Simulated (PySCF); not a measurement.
# Computed records: CH$_{5}$BOSi, CH$_{6}$BOSi, CH$_{4}$BClSi

All values are calculated (PySCF 2.14.0). Calculation on a computer-drawn molecule: the log of a Hartree-Fock and frozen-core CCSD(T) single point meant for a local Hartree-Fock minimum, with one planted fault or none, to be diagnosed. Offsets are logged minus clean, where the clean run is the same molecule without the fault. The reference is restricted for singlets and unrestricted otherwise, and also for a bond in bohr or an excited solution. Adding or removing an electron swaps singlet and doublet. The excited solution moves the top pair (singlet) or top alpha electron (doublet) to the lowest empty orbital. Highest occupied and lowest empty are orbital energies over both spins, largest force is the largest gradient component, triples share is (T) over the correlation energy, the T1 limit is 0.02 restricted and 0.045 unrestricted, electrons count all cores, a negative frequency is imaginary (commonest isotopes), and the dipole is about the centre of nuclear charge.

Common to all runs: meant charge 0; meant basis cc-pV(D+d)Z; logged SCF converged yes; possible faults no fault, one electron removed, one electron added, multiplicity raised by two, geometry at a saddle point, SCF held on an excited solution, minimal basis STO-3G, one bond length entered in bohr, all coordinates scaled.

(1) 
```xyz
9
formula=CH5BOSi meant_multiplicity=1 logged_electrons=38 logged_basis_functions=90 logged_spin_squared=0.7266 logged_highest_occupied=-10.774 logged_lowest_empty=0.2771 logged_largest_force=0.020484 logged_T1_diagnostic=0.055302 logged_D1_diagnostic=0.2621 logged_triples_share=0.037786 logged_CC_converged=yes logged_dipole_magnitude=4.3174 logged_SCF_stable_within_its_kind=yes logged_energy_HF=-429.1182 logged_energy_CCSD(T)=-429.67564 planted_fault=one_bond_length_entered_in_bohr,row_6_of_the_drawn_bonds HF_energy_offset_from_clean_run=75.31 CCSD(T)_energy_offset_from_clean_run=78.51
C     -1.9435    -0.8255     0.2848
B     -0.5211    -0.3905     0.7932
Si     0.2825     1.4600     0.5229
O      0.9288     1.9222    -0.7541
H     -2.3756    -0.2034    -0.4999
H     -1.9682    -1.8732    -0.0248
H     -3.1942    -0.6927     1.9444
H      0.1322    -1.1785     1.4252
H      0.1971     2.3367     1.7199
```

Units: logged_highest_occupied, logged_lowest_empty in eV; logged_largest_force in hartree/bohr; logged_dipole_magnitude in debye; logged_energy_HF, logged_energy_CCSD(T) in hartree; HF_energy_offset_from_clean_run, CCSD(T)_energy_offset_from_clean_run in kcal/mol.

Drawn bonds:
```tsv
atom	other atom	order
1	2	1
2	3	1
3	4	2
1	5	1
1	6	1
1	7	1
2	8	1
3	9	1
```

Notes: T1 above single-reference limit.

(2) 
```xyz
10
formula=CH6BOSi meant_multiplicity=2 logged_electrons=39 logged_basis_functions=30 logged_spin_squared=0.7563 logged_highest_occupied=-4.341 logged_lowest_empty=5.7458 logged_largest_force=0.041885 logged_T1_diagnostic=0.023806 logged_D1_diagnostic=0.12173 logged_triples_share=0.019226 logged_CC_converged=yes logged_dipole_magnitude=0.41532 logged_SCF_stable_within_its_kind=yes logged_energy_HF=-424.65875 logged_energy_CCSD(T)=-424.87384 planted_fault=minimal_basis_STO-3G HF_energy_offset_from_clean_run=3253 CCSD(T)_energy_offset_from_clean_run=3474
C      0.0985    -1.1520    -2.1147
B      0.5671    -1.8425    -0.7645
Si     1.4319    -3.5624    -0.6986
O      1.9424    -4.3340     0.6610
H     -0.9785    -0.9525    -2.0732
H      0.2994    -1.7252    -3.0230
H      0.5852    -0.1752    -2.2180
H      0.3842    -1.2822     0.2871
H      1.7717    -4.4505    -1.8213
H      1.8066    -3.9086     1.4954
```

Units: logged_highest_occupied, logged_lowest_empty in eV; logged_largest_force in hartree/bohr; logged_dipole_magnitude in debye; logged_energy_HF, logged_energy_CCSD(T) in hartree; HF_energy_offset_from_clean_run, CCSD(T)_energy_offset_from_clean_run in kcal/mol.

Drawn bonds:
```tsv
atom	other atom	order
1	2	1
2	3	1
3	4	1
1	5	1
1	6	1
1	7	1
2	8	1
3	9	1
4	10	1
```

(3) 
```xyz
10
formula=CH6BOSi meant_multiplicity=2 logged_electrons=39 logged_basis_functions=95 logged_spin_squared=0.7599 logged_highest_occupied=-2.8209 logged_lowest_empty=-1.4832 logged_largest_force=0.073355 logged_dipole_magnitude=0.9923 logged_SCF_stable_within_its_kind=no logged_energy_HF=-429.67781 planted_fault=SCF_held_on_an_excited_solution HF_energy_offset_from_clean_run=103.9
C      0.0985    -1.1520    -2.1147
B      0.5671    -1.8425    -0.7645
Si     1.4319    -3.5624    -0.6986
O      1.9424    -4.3340     0.6610
H     -0.9785    -0.9525    -2.0732
H      0.2994    -1.7252    -3.0230
H      0.5852    -0.1752    -2.2180
H      0.3842    -1.2822     0.2871
H      1.7717    -4.4505    -1.8213
H      1.8066    -3.9086     1.4954
```

Units: logged_highest_occupied, logged_lowest_empty in eV; logged_largest_force in hartree/bohr; logged_dipole_magnitude in debye; logged_energy_HF in hartree; HF_energy_offset_from_clean_run in kcal/mol.

Drawn bonds:
```tsv
atom	other atom	order
1	2	1
2	3	1
3	4	1
1	5	1
1	6	1
1	7	1
2	8	1
3	9	1
4	10	1
```

Notes: coupled-cluster numbers left out as unreliable.

(4) 
```xyz
8
formula=CH4BClSi meant_multiplicity=1 logged_electrons=46 logged_basis_functions=94 logged_spin_squared=2.0182 logged_highest_occupied=-7.8068 logged_lowest_empty=0.093471 logged_largest_force=0.020555 logged_T1_diagnostic=0.019697 logged_D1_diagnostic=0.094367 logged_triples_share=0.029392 logged_CC_converged=yes logged_dipole_magnitude=2.706 logged_SCF_stable_within_its_kind=yes logged_energy_HF=-813.28174 logged_energy_CCSD(T)=-813.77254 planted_fault=multiplicity_raised_by_two HF_energy_offset_from_clean_run=17.54 CCSD(T)_energy_offset_from_clean_run=30.21
C     -2.1191     0.1527     1.8279
B     -1.2012    -0.0669     0.5622
Si     0.7293    -0.7605     0.6232
Cl     1.4863     1.2290     0.7114
H     -2.7203     1.0623     1.7491
H     -1.6060     0.1465     2.7917
H     -2.8337    -0.6847     1.8313
H     -1.6670     0.1727    -0.5256
```

Units: logged_highest_occupied, logged_lowest_empty in eV; logged_largest_force in hartree/bohr; logged_dipole_magnitude in debye; logged_energy_HF, logged_energy_CCSD(T) in hartree; HF_energy_offset_from_clean_run, CCSD(T)_energy_offset_from_clean_run in kcal/mol.

Drawn bonds:
```tsv
atom	other atom	order
1	2	1
2	3	1
3	4	1
1	5	1
1	6	1
1	7	1
2	8	1
```
